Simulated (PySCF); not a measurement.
The isolated species cyclohexanone, `O=C1CCCCC1` is ionised with synchrotron light (hν = 1000.0 eV). Calculated photoelectron kinetic energies of its computed core levels, recoil neglected:

```csv
line,kinetic energy (eV)
1,709.22
2,709.19
3,709.12
4,706.93
5,462.58
```

Computed, not measured: delta-SCF UKS SCAN, pcX-2 on the ionised atom, pcseg-1 elsewhere, spin-free X2C (PySCF).

Which element, shell and site does each line come from? Numbering: `[O:1]=[C:2]1[CH2:3][CH2:4][CH2:5][CH2:6][CH2:7]1`.

Against the vacuum level, binding energy = hν − kinetic energy.

| line | binding energy (eV) | level | atoms | environment |
| --- | --- | --- | --- | --- |
| 1 | 290.78 | C 1s | C3/C7 | sp3 carbon next to a carbonyl |
| 2 | 290.81 | C 1s | C5 | ring CH2 carbon |
| 3 | 290.88 | C 1s | C4/C6 | ring CH2 carbon |
| 4 | 293.07 | C 1s | C2 | ketone carbonyl carbon |
| 5 | 537.42 | O 1s | O1 | ketone oxygen |

Where does line 2 move with hν = 1486.6 eV?

To 1486.6 − 290.81 = 1195.79 eV; every photoline shifts by the change in photon energy, +486.6 eV.

The listed C 1s values span 2.29 eV, from C3/C7 (bonded to 2 C and 2 H) to C2 (bonded to O (double bond) and 2 C). The widest gap between neighbouring values is 2.19 eV, between 290.88 and 293.07 eV. Summing the Pauling electronegativity differences to the bonded atoms, each weighted by its formal bond order, gives -0.70 for the lowest site and +1.78 for the highest; no listed site has a larger sum than the highest. The values 290.78 and 290.81 eV lie too close for their order to be trusted.

Which effective nuclear charge Zeff reproduces each element's mean 1s value in the hydrogen-like formula E = 13.606 eV × Zeff²?

C (Z = 6): mean 291.2 eV, Zeff = 4.63, Z − Zeff = 1.37; O (Z = 8): mean 537.4 eV, Zeff = 6.28, Z − Zeff = 1.72. Means run over the listed sites, weighted by atom count.

Other core shells, valence and Auger electrons aren't listed. Atoms equivalent by their bonding share one computed value, that of the first of them. Isolated species at its PBE0-D3(BJ)/def2-SVP geometry (one conformer only).

Hardware: one thread, x86-64 server, on a shared host. Cost: 52 s.
